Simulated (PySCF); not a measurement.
An unknown is described by computed data only.

Formula: C8H12O4Si.

- 13C NMR: chemical shifts (computed TMS as zero) by class: 176.1 (2 C), 149.5 (2 C), 138.7 (2 C), 22.9 (2 C) ppm [GIAO PBE0/pcSseg-1]
- Rotational structure: rotational constants A, B, C: 0.815, 0.545, 0.468 GHz [PBE0-D3(BJ)/def2-SVP]
- 1H NMR: chemical shifts (computed TMS as zero) by class: 6.71 (2 H), 6.58 (1 H), 6.51 (1 H), 6.45 (2 H), 2.04 (6 H) ppm [GIAO PBE0/pcSseg-1]
- Dipole: 2.22 D [CAM-B3LYP/def2-SVPD]
- UV, strongest line: among the 10 lowest singlet transitions: S6 at 7.16 eV (173 nm, f = 0.328) [TDDFT CAM-B3LYP/def2-SVPD]
- Triplet: lowest triplet excitation (Tamm–Dancoff): 4.18 eV [TDA CAM-B3LYP/def2-SVPD]
- UV, first state: lowest singlet excitation: 5.80 eV (214 nm, f = 0.000) [TDDFT CAM-B3LYP/def2-SVPD]

The electronic properties come from PySCF, for the isolated species, density fitting. Levels stand in brackets. One conformer (not necessarily the lowest) at the PBE0-D3(BJ)/def2-SVP geometry, without solvent, vibrations or thermal averaging. NMR values are class means; diastereotopic atoms form classes of their own.

Problem. Propose a structure and show how it fits.

Solution. 8 carbons fall into 4 classes; from least to most shielded: carbon bonded to C and 2 O (176.1 ppm, 2 C, up to 2.7 ppm apart in this geometry), carbon bonded to C and 2 H (149.5 ppm, 2 C), carbon bonded to C, Si and H (138.7 ppm, 2 C, up to 4.5 ppm apart in this geometry), carbon bonded to C and 3 H (22.9 ppm, 2 C). Hydrogen classes from least to most shielded: 2 H on 2 like atoms (carbon bonded to C, Si and H) (6.71 ppm), 1 H on a carbon bonded to C and 2 H (6.58 ppm), 1 H on a carbon bonded to C and 2 H (6.51 ppm), 2 H on 2 like atoms (carbon bonded to C and 2 H) (6.45 ppm), 6 H on 2 like atoms (carbon bonded to C and 3 H) (2.04 ppm, a mean of values up to 0.6 ppm apart in this geometry). The optimised geometry has point group C1 and is an asymmetric top. Structure: Si(vinyl)2(OAc)2 (`C=C[Si](C=C)(OC(C)=O)OC(C)=O`). The assignments are read from this structure; whether some other isomer fits the data as well wasn't checked.
